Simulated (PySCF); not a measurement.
Species: C3H11PSi2 (charge +1 and doublet state).
Z-matrix (Å and degrees, GFN2-xTB geometry), rows numbered from 1:
```
C 
C   1  1.3288
C   2  1.4864  1  123.55
Si  3  1.9272  2  105.09  1   -99.62
Si  4  2.5072  3  103.74  2   156.71
P   4  2.2498  3  112.22  2    38.02
H   1  1.0754  2  121.62  3  -177.51
H   1  1.0783  2  121.96  3    -0.50
H   2  1.0802  1  120.29  3  -179.63
H   3  1.0888  2  110.69  1   141.09
H   3  1.0899  2  110.35  1    20.76
H   4  1.4678  3  109.97  2   -81.05
H   5  1.4587  4  103.96  3  -136.16
H   5  1.4590  4  105.10  3   -16.36
H   5  1.4553  4  101.86  3   104.44
H   6  1.3898  4   99.08  3   160.21
H   6  1.3912  4   98.75  3    64.50
```

The hyperfine couplings belong to this conformer and change with its torsions.

As a line formula: `C(=C)C[Si@H]([SiH3])[PH2+]` [radical] (charge +1).

Level of theory: UKS B3LYP, pcH-1 on C H P Si, non-relativistic, mean-field spin-orbit, GIAO (PySCF 2.14.0). Isolated species at its GFN2-xTB geometry (one conformer only). GFN2-xTB frequencies show an imaginary mode (49i cm⁻¹), so this geometry is no minimum at that level. A GFN2-xTB geometry isn't a minimum of the functional, and hyperfine couplings can be far from their values at a DFT geometry, by a factor of two or more for some ions and for spin on atoms past the first row. The SCF solution wasn't tested for stability.

(1) What is the g tensor, term by term?

(2) At 9.724 GHz, how far is the centre of the isotropic spectrum from where a free electron (g = 2.002319) resonates?

(3) What are the electron Larmor frequencies g μB B/h along the three axes at 1200 mT?

(4) In a frozen sample, at which fields do the three g values resonate at 9.5, 34, 94 and 263 GHz (hyperfine left aside), and which band first spreads them over more than twice a line width of 0.3 mT?

Answers

(1) 
```csv
Δg (ppt),1,2,3
relativistic mass correction,-0.16,-0.16,-0.16
gauge correction,0.02,0.03,0.05
orbital Zeeman/spin–orbit,0.50,8.26,22.79
total,0.36,8.13,22.68
```

So g = 2.00268, 2.01045, 2.02500 and g_iso = 2.01271; the tensor is rhombic: the two nearest values differ by 35 % of g3 − g1. Axes: g1 points within 6° of the C1–H7 bond and g3 points within 15° of the P6–H17 bond.

(2) B = hν/(g μB) with μB/h = 13.99624 MHz/mT gives 346.98 mT for the free electron and 345.19 mT at g_iso, 1.79 mT lower.

(3) 33.6361, 33.7665, 34.0108 GHz for g1, g2 and g3, a range of 374.8 MHz.

(4) 
```csv
band,GHz,B(g3) mT,B(g2) mT,B(g1) mT,spread mT
X,9.5,335.19,337.61,338.92,3.73
Q,34.0,1199.62,1208.30,1212.98,13.37
W,94.0,3316.59,3340.59,3353.54,36.95
J,263.0,9279.40,9346.55,9382.79,103.39
```

The spread grows in proportion to the frequency. X band is the first where it exceeds 0.6 mT.

Largest spin populations (Mulliken): P6 (+0.30), Si5 (+0.25), C1 (+0.22) and Si4 (+0.14).

The HOMO–LUMO gaps are 6.55 eV among the α and 1.10 eV among the β orbitals.

Time: 1.8 min (grids of density and orbitals included); peak memory 0.97 GiB. Hardware: Arm Neoverse V2, one thread, shared host with 96 logical CPUs at a one-minute load of 51.
